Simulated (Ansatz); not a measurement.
Consider the atomization: `N[SiH2]O[SiH3]` → 7 H• + N• + O• + 2 Si•.

Computed with Ansatz on PBE0-D4/def2-TZVP structures; ΔE is electronic, products minus reactants. CBS: MP2 limit from def2 TZ/QZ plus the TZ coupled-cluster correction, frozen cores. This one scheme is used for every species, atoms too. Functionals use def2-TZVPP. HSE06 is defined as in plane-wave codes. No spin–orbit coupling; open shells (•) take unrestricted orbitals. Spin–orbit coupling would lower the free atoms: a little for O, Si. One conformer a species, not always the lowest.

`N[SiH2]O[SiH3]`:

```xyz
11

N     1.580    0.616   -1.637
Si    0.895   -0.419   -0.473
O    -0.440    0.185    0.263
Si   -1.649   -0.014    1.338
H     1.155    0.738   -2.542
H     2.114    1.425   -1.367
H     0.502   -1.671   -1.164
H     1.920   -0.653    0.574
H    -1.102   -0.214    2.707
H    -2.498    1.203    1.324
H    -2.477   -1.195    0.978
```

What is ΔE at CCSD(T)/CBS? (Best estimate.)

Computed: +3766.4 kJ/mol.

What do these levels give: r2SCAN-D4, PBE0-D4, r2SCANh-D4, BHLYP-D4, ωB97X-V, B2PLYP, revPBE, HSE06, MP2/def2-SVP, CCSD(T)/def2-SVP, CCSD/def2-TZVPP, CCSD/CBS(def2)? (Estimate.)

The calculation gave: r2SCAN-D4 3731.6, PBE0-D4 3688.2, r2SCANh-D4 3712.6, BHLYP-D4 3679.2, ωB97X-V 3775.0, B2PLYP 3711.4, revPBE 3591.8, HSE06 3673.9, MP2/def2-SVP 3463.2, CCSD(T)/def2-SVP 3448.1, CCSD/def2-TZVPP 3613.4, CCSD/CBS(def2) 3727.2 kJ/mol.

Largest T1 diagnostic among the species: 0.012.

At CCSD(T), def2-SVP lies −318.3 kJ/mol from the extrapolated value and def2-TZVPP −113.9 kJ/mol: correlation converges slowly with the basis, and small sets miss more of it in the bonded molecule than in its fragments. From PBE to PBE0 (25 % exact exchange), in def2-TZVPP and without D4, ΔE moves by −36.8 kJ/mol: exact exchange takes away binding that semilocal exchange gives to molecules. The D4 term adds +33.1 kJ/mol with B3LYP and +17.4 kJ/mol with PBE0; it sums over pairs of atoms, weighted by their polarisabilities, and B3LYP, whose exchange is more repulsive, gets the larger term.

B3LYP here is the variant with VWN-RPA as its local correlation; programs differ in this.

For atomizations the MP2-based limit and the directly extrapolated one differ by several kJ/mol either way, and by 10 to 25 for some Ge, Se and Sn compounds, so smaller differences from it don't rank the levels.
